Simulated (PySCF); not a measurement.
WS₂ClBr, SMILES [S]=[W](=[S])([Cl])[Br], multiplicity 1.

Coordinates come from a PBE0-D3(BJ)/def2-SVP optimisation. The spin state was assumed, not searched. The structure was generated by enumeration; whether it is a known compound was not checked. The def2 effective core potentials stand for the cores of W; spin–orbit coupling is left out.

Two levels are set side by side: PBE/def2-TZVP (PySCF) and ωB97X/def2-TZVP (PySCF). Same geometry, gas phase. Differences are taken from unrounded values.

```tsv
quantity	ωB97X	PBE	PBE minus ωB97X
orbital gap (eV)	8.09	2.30	-5.79
highest occupied level (eV)	-9.81	-6.54	3.26
lowest empty level (eV)	-1.71	-4.24	-2.53
dipole moment (D)	0.77	0.89	0.13
mean polarisability (bohr³)	112.0	114.9	2.9
```

Without exact exchange PBE keeps part of each electron's self-repulsion, which lifts occupied levels and narrows the gap. Differences between two approximate levels are no errors against the true value.

Rough cost on one machine, each run with all the roots and properties that it gave: ωB97X against PBE within a factor of 2.
